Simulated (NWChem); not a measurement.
System: Si$_{2}$H$_{4}$OF$_{2}$; SMILES [SiH2](F)O[SiH2]F

Input file for NWChem:

```
start job
memory heap 200 mb stack 900 mb global 1100 mb
geometry units angstroms noautosym nocenter noautoz
  Si    -0.660218    -1.439534    -0.089711
  F      0.182660    -2.039029     1.155673
  O     -0.020540     0.017765    -0.508038
  Si     0.655546     1.452926    -0.071504
  F     -0.181653     2.066500     1.170635
  H     -2.065933    -1.275134     0.352924
  H     -0.508150    -2.362572    -1.238681
  H      0.539095     2.387403    -1.215413
  H      2.052046     1.247495     0.383439
end
basis spherical
  Si library def2-svp
  F library def2-svp
  O library def2-svp
  H library def2-svp
end
dft
  xc xpbe96 cpbe96
  iterations 150
end
cosmo
  do_cosmo_smd true
  solvent dioxane
end
task dft energy
```

NWChem printed, in part:

```
             Northwest Computational Chemistry Package (NWChem) 7.3.0
             --------------------------------------------------------

                             Geometry "geometry" -> ""
                             -------------------------

 Output coordinates in angstroms (scale by  1.889725989 to convert to a.u.)

  No.       Tag          Charge          X              Y              Z
 ---- ---------------- ---------- -------------- -------------- --------------
    1 Si                  14.0000    -0.66021800    -1.43953400    -0.08971100
    2 F                    9.0000     0.18266000    -2.03902900     1.15567300
    3 O                    8.0000    -0.02054000     0.01776500    -0.50803800
    4 Si                  14.0000     0.65554600     1.45292600    -0.07150400
    5 F                    9.0000    -0.18165300     2.06650000     1.17063500
    6 H                    1.0000    -2.06593300    -1.27513400     0.35292400
    7 H                    1.0000    -0.50815000    -2.36257200    -1.23868100
    8 H                    1.0000     0.53909500     2.38740300    -1.21541300
    9 H                    1.0000     2.05204600     1.24749500     0.38343900

 Effective nuclear repulsion energy (a.u.)     308.6108519655

  pbe96 is a nonlocal functional; adding pw91lda local functional.

                                 NWChem DFT Module
                                 -----------------

 Summary of "ao basis" -> "ao basis" (spherical)
 ------------------------------------------------------------------------------
       Tag                 Description            Shells   Functions and Types
 ---------------- ------------------------------  ------  ---------------------
 Si                         def2-svp                 8       18   4s3p1d
 F                          def2-svp                 6       14   3s2p1d
 O                          def2-svp                 6       14   3s2p1d
 H                          def2-svp                 3        5   2s1p

 in cosmo_initialize ...
 calling solv_data for solv:dioxane

 solvent parameters
 solvname_short: dioxane
 solvname_long:  1,4-dioxane
 dielec:        2.2099
 dielecinf:     2.0232
 nonaqueous SMD model solvent descriptors
 dielec:        2.2099
 sola:          0.0000
 solb:          0.6400
 solc:          0.0000
 solg:         47.1400
 solh:          0.0000
 soln:          1.4224

[...]

                                COSMO-SMD solvation results
                                ---------------------------

             internal energy in gas <Psi(g)|H|Psi(g)> =      -855.514878518001
         internal energy in solvent <Psi(s)|H|Psi(s)> =      -855.514783876734
                               delta internal energy  =         0.000094641267 (    0.06 kcal/mol)
   total free energy in solvent <Psi(s)|H+V/2|Psi(s)> =      -855.516643841789
 polarization energy contribution <Psi(s)|V/2|Psi(s)> =        -0.001859965055 (   -1.17 kcal/mol)
    total free energy in solvent including G(SMD-CDS) =      -855.515562283966
                       G(SMD-CDS) energy contribution =         0.001081557823 (    0.68 kcal/mol)
     1 M fixed-concentration free energy of solvation =        -0.000683765965 (   -0.43 kcal/mol)

                       DFT Final Molecular Orbital Analysis
                       ------------------------------------

 Vector   27  Occ=2.000000D+00  E=-3.327862D-01
              MO Center= -1.3D-02, -1.7D-02,  1.9D-01, r^2= 3.7D+00
   Bfn.  Coefficient  Atom+Function         Bfn.  Coefficient  Atom+Function
  ----- ------------  ---------------      ----- ------------  ---------------
    38      0.411235  3 O  pz                41      0.304756  3 O  pz
    23      0.294447  2 F  py                69     -0.295788  5 F  py
    26     -0.201103  2 F  py                72      0.201731  5 F  py
    24      0.091799  2 F  pz                22     -0.088949  2 F  px
    79      0.085383  6 H  s                 94      0.082199  9 H  s

 Vector   28  Occ=2.000000D+00  E=-2.872223D-01
              MO Center=  1.9D-02,  4.9D-02, -2.6D-01, r^2= 5.2D+00
   Bfn.  Coefficient  Atom+Function         Bfn.  Coefficient  Atom+Function
  ----- ------------  ---------------      ----- ------------  ---------------
    38      0.327050  3 O  pz                41      0.233217  3 O  pz
    89      0.213009  8 H  s                 84      0.205992  7 H  s
    94     -0.201675  9 H  s                 79     -0.195727  6 H  s
    90      0.179551  8 H  s                 85      0.174782  7 H  s
    95     -0.152111  9 H  s                 70     -0.147514  5 F  pz

 Vector   29  Occ=2.000000D+00  E=-2.812075D-01
              MO Center= -2.0D-02, -2.6D-02, -2.0D-01, r^2= 4.9D+00
   Bfn.  Coefficient  Atom+Function         Bfn.  Coefficient  Atom+Function
  ----- ------------  ---------------      ----- ------------  ---------------
    36      0.328011  3 O  px                39      0.244295  3 O  px
    79      0.221682  6 H  s                 94     -0.218375  9 H  s
    84     -0.189473  7 H  s                 80      0.186797  6 H  s
    95     -0.183669  9 H  s                 89      0.181720  8 H  s
    37     -0.164841  3 O  py                85     -0.148982  7 H  s

 Vector   30  Occ=0.000000D+00  E=-5.952420D-04
              MO Center= -2.4D-02, -3.6D-02, -2.7D-01, r^2= 6.0D+00
   Bfn.  Coefficient  Atom+Function         Bfn.  Coefficient  Atom+Function
  ----- ------------  ---------------      ----- ------------  ---------------
    35      0.663523  3 O  s                 12     -0.538684  1 Si py
    58      0.521033  4 Si py                13      0.417976  1 Si pz
    59      0.407035  4 Si pz                 9     -0.210168  1 Si py
    21     -0.208568  2 F  s                 55      0.208266  4 Si py
    67     -0.199518  5 F  s                 34      0.169315  3 O  s

[...]
```

Level: PBE/def2-SVP, SMD on the gas-phase geometry. Geometry: optimised at PBE0/def2-SVP. Solvent: 1,4-dioxane.
